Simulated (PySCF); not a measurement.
C₃H₉ClSi, triplet, at the geometry of the source list (a higher spin typed on purpose: for a closed-shell molecule this is an excited state); PySCF with TPSS/3-21G.

The PySCF input:
```python
from pyscf import gto, scf, dft

mol = gto.M(
    atom='''
C    -0.753800    1.606700   -0.383000
Si    0.156800    0.125900    0.395500
C     1.630700   -0.403300   -0.688800
C    -1.038100   -1.332800    0.665100
Cl    0.879400    0.705700    2.217900
H    -1.159300    1.351900   -1.357200
H    -1.579900    1.935600    0.241000
H    -0.088600    2.455000   -0.515600
H     2.175100   -1.229600   -0.240700
H     1.301400   -0.722300   -1.672800
H     2.334000    0.413000   -0.826300
H    -1.452700   -1.681500   -0.275600
H    -1.868700   -1.050600    1.305800
H    -0.536200   -2.173800    1.134800
''',
    basis='3-21g',
    charge=0,
    spin=2,
    verbose=4,
)

mf = dft.UKS(mol)
mf.xc = 'tpss'
mf.kernel()
```

Task: Write the output that PySCF gives for this input, abridged.

Result: 
```
PySCF version 2.14.0

[INPUT] verbose = 4
[INPUT] num. atoms = 14
[INPUT] num. electrons = 58
[INPUT] charge = 0
[INPUT] spin (= nelec alpha-beta = 2S) = 2
[INPUT] symmetry False subgroup None
[INPUT] Mole.unit = angstrom
[INPUT] Symbol           X                Y                Z      unit          X                Y                Z       unit  Magmom
[INPUT]  1 C     -0.753800000000   1.606700000000  -0.383000000000 AA   -1.424475552697   3.036222964339  -0.723765105708 Bohr   0.0
[INPUT]  2 Si     0.156800000000   0.125900000000   0.395500000000 AA    0.296309056332   0.237916519083   0.747386682265 Bohr   0.0
[INPUT]  3 C      1.630700000000  -0.403300000000  -0.688800000000 AA    3.081576391328  -0.762126546037  -1.301643354600 Bohr   0.0
[INPUT]  4 C     -1.038100000000  -1.332800000000   0.665100000000 AA   -1.961724689911  -2.518626978820   1.256856845448 Bohr   0.0
[INPUT]  5 Cl     0.879400000000   0.705700000000   2.217900000000 AA    1.661825153943   1.333579726106   4.191223571673 Bohr   0.0
[INPUT]  6 H     -1.159300000000   1.351900000000  -1.357200000000 AA   -2.190759496208   2.554720747800  -2.564736296260 Bohr   0.0
[INPUT]  7 H     -1.579900000000   1.935600000000   0.241000000000 AA   -2.985578304200   3.657753886708   0.455423996020 Bohr   0.0
[INPUT]  8 H     -0.088600000000   2.455000000000  -0.515600000000 AA   -0.167429734636   4.639277635807  -0.974342789826 Bohr   0.0
[INPUT]  9 H      2.175100000000  -1.229600000000  -0.240700000000 AA    4.110343293541  -2.323607242765  -0.454857078183 Bohr   0.0
[INPUT] 10 H      1.301400000000  -0.722300000000  -1.672800000000 AA    2.459289578509  -1.364949179773  -3.161133861172 Bohr   0.0
[INPUT] 11 H      2.334000000000   0.413000000000  -0.826300000000 AA    4.410620774735   0.780456889445  -1.561480696728 Bohr   0.0
[INPUT] 12 H     -1.452700000000  -1.681500000000  -0.275600000000 AA   -2.745205141156  -3.177574478456  -0.520808519930 Bohr   0.0
[INPUT] 13 H     -1.868700000000  -1.050600000000   1.305800000000 AA   -3.531331208975  -1.985346266468   2.467604373457 Bohr   0.0
[INPUT] 14 H     -0.536200000000  -2.173800000000   1.134800000000 AA   -1.013271147992  -4.107886649580   2.144461206156 Bohr   0.0

nuclear repulsion = 298.110065017543
number of shells = 47
number of NR pGTOs = 126
number of NR cGTOs = 71
basis = 3-21g
ecp = {}

******** <class 'pyscf.dft.uks.UKS'> ********
method = UKS
initial guess = minao
damping factor = 0
level_shift factor = 0
DIIS = <class 'pyscf.scf.diis.CDIIS'>
diis_start_cycle = 1
diis_space = 8
diis_damp = 0
SCF conv_tol = 1e-09
SCF conv_tol_grad = None
SCF max_cycles = 50
direct_scf = True
direct_scf_tol = 1e-13
number electrons alpha = 30  beta = 28
XC library pyscf.dft.libxc version 7.1.2
    S. Lehtola, C. Steigemann, M. J. T. Oliveira, and M. A. L. Marques,  SoftwareX 7, 1–5 (2018)
XC functionals = tpss
    J. Tao, J. P. Perdew, V. N. Staroverov, and G. E. Scuseria,  Phys. Rev. Lett. 91, 146401 (2003)
    J. P. Perdew, J. Tao, V. N. Staroverov, and G. E. Scuseria,  J. Chem. Phys. 120, 6898 (2004)
    J. Tao, J. P. Perdew, V. N. Staroverov, and G. E. Scuseria,  Phys. Rev. Lett. 91, 146401 (2003)
    J. P. Perdew, J. Tao, V. N. Staroverov, and G. E. Scuseria,  J. Chem. Phys. 120, 6898 (2004)
radial grids:
    Treutler-Ahlrichs [JCP 102, 346 (1995); DOI:10.1063/1.469408] (M4) radial grids

becke partition: Becke, JCP 88, 2547 (1988); DOI:10.1063/1.454033
pruning grids: <function nwchem_prune>
grids dens level: 3
symmetrized grids: False
atomic radii adjust function: <function treutler_atomic_radii_adjust>
small_rho_cutoff = 0
Set gradient conv threshold to 3.16228e-05
tot grids = 168688
init E= -864.6442759694

cycle= 1 E= -864.829606589319  delta_E= -0.185  |g|= 0.348  |ddm|= 4.49

cycle= 2 E= -864.686740528497  delta_E= 0.143  |g|= 0.541  |ddm|= 1.44

cycle= 3 E= -864.839808237147  delta_E= -0.153  |g|= 0.262  |ddm|= 1.85

cycle= 4 E= -864.884448839061  delta_E= -0.0446  |g|= 0.114  |ddm|= 1.07

cycle= 5 E= -864.879393271288  delta_E= 0.00506  |g|= 0.145  |ddm|= 1.18

cycle= 6 E= -864.888376316186  delta_E= -0.00898  |g|= 0.0925  |ddm|= 0.219

cycle= 7 E= -864.888360895786  delta_E= 1.54e-05  |g|= 0.092  |ddm|= 1.07

cycle= 8 E= -864.88810428645  delta_E= 0.000257  |g|= 0.0944  |ddm|= 0.516

cycle= 9 E= -864.891152484066  delta_E= -0.00305  |g|= 0.0711  |ddm|= 1.07

cycle= 10 E= -864.890616462133  delta_E= 0.000536  |g|= 0.0756  |ddm|= 0.902

cycle= 11 E= -864.889822421477  delta_E= 0.000794  |g|= 0.0817  |ddm|= 0.852

cycle= 12 E= -864.89042996348  delta_E= -0.000608  |g|= 0.0769  |ddm|= 0.34

cycle= 13 E= -864.889736121089  delta_E= 0.000694  |g|= 0.0838  |ddm|= 1.02

cycle= 14 E= -864.889427594422  delta_E= 0.000309  |g|= 0.0853  |ddm|= 0.157

cycle= 15 E= -864.888640244251  delta_E= 0.000787  |g|= 0.0912  |ddm|= 0.276

cycle= 16 E= -864.888916009503  delta_E= -0.000276  |g|= 0.0882  |ddm|= 1.03

cycle= 17 E= -864.890310554819  delta_E= -0.00139  |g|= 0.0771  |ddm|= 1.06

cycle= 18 E= -864.890096849715  delta_E= 0.000214  |g|= 0.0805  |ddm|= 1.07

cycle= 19 E= -864.890177200646  delta_E= -8.04e-05  |g|= 0.0781  |ddm|= 0.393

cycle= 20 E= -864.890189000347  delta_E= -1.18e-05  |g|= 0.0781  |ddm|= 0.045

cycle= 21 E= -864.889503351128  delta_E= 0.000686  |g|= 0.0831  |ddm|= 0.081

cycle= 22 E= -864.890354723819  delta_E= -0.000851  |g|= 0.0786  |ddm|= 0.553

cycle= 23 E= -864.884441691352  delta_E= 0.00591  |g|= 0.115  |ddm|= 0.975

cycle= 24 E= -864.883885920137  delta_E= 0.000556  |g|= 0.118  |ddm|= 0.0283

cycle= 25 E= -864.884566127267  delta_E= -0.00068  |g|= 0.114  |ddm|= 0.0243

cycle= 26 E= -864.886001071747  delta_E= -0.00143  |g|= 0.106  |ddm|= 0.0812

cycle= 27 E= -864.885934001156  delta_E= 6.71e-05  |g|= 0.107  |ddm|= 0.00476

cycle= 28 E= -864.88798891724  delta_E= -0.00205  |g|= 0.0946  |ddm|= 0.249

cycle= 29 E= -864.888400821121  delta_E= -0.000412  |g|= 0.0925  |ddm|= 0.443

cycle= 30 E= -864.88179684874  delta_E= 0.0066  |g|= 0.126  |ddm|= 1.08

cycle= 31 E= -864.880477043017  delta_E= 0.00132  |g|= 0.133  |ddm|= 0.403

cycle= 32 E= -864.880900600594  delta_E= -0.000424  |g|= 0.131  |ddm|= 0.0355

cycle= 33 E= -864.890776094975  delta_E= -0.00988  |g|= 0.0734  |ddm|= 0.512

cycle= 34 E= -864.888052234982  delta_E= 0.00272  |g|= 0.0947  |ddm|= 1.07

cycle= 35 E= -864.888201561248  delta_E= -0.000149  |g|= 0.0916  |ddm|= 0.485

cycle= 36 E= -864.888976858932  delta_E= -0.000775  |g|= 0.0882  |ddm|= 0.357

cycle= 37 E= -864.88908851001  delta_E= -0.000112  |g|= 0.0878  |ddm|= 0.144

cycle= 38 E= -864.889023574633  delta_E= 6.49e-05  |g|= 0.0874  |ddm|= 0.187

cycle= 39 E= -864.886060224721  delta_E= 0.00296  |g|= 0.105  |ddm|= 1.07

cycle= 40 E= -864.884939421016  delta_E= 0.00112  |g|= 0.112  |ddm|= 0.0364

cycle= 41 E= -864.882203597948  delta_E= 0.00274  |g|= 0.126  |ddm|= 0.0848

cycle= 42 E= -864.877771562366  delta_E= 0.00443  |g|= 0.146  |ddm|= 0.144

cycle= 43 E= -864.887410911633  delta_E= -0.00964  |g|= 0.0993  |ddm|= 1.21

cycle= 44 E= -864.882829490772  delta_E= 0.00458  |g|= 0.124  |ddm|= 0.207

cycle= 45 E= -864.888995235369  delta_E= -0.00617  |g|= 0.0887  |ddm|= 1.12

cycle= 46 E= -864.888270976898  delta_E= 0.000724  |g|= 0.0929  |ddm|= 0.965

cycle= 47 E= -864.882224304801  delta_E= 0.00605  |g|= 0.126  |ddm|= 0.437

cycle= 48 E= -864.888093193535  delta_E= -0.00587  |g|= 0.0945  |ddm|= 0.662

cycle= 49 E= -864.889890455144  delta_E= -0.0018  |g|= 0.0819  |ddm|= 0.069

cycle= 50 E= -864.890025647071  delta_E= -0.000135  |g|= 0.0795  |ddm|= 0.483
SCF not converged.
SCF energy = -864.890025647071 after 50 cycles  <S^2> = 2.0011015  2S+1 = 3.0007342
```

The run did not converge; its last values are not results.
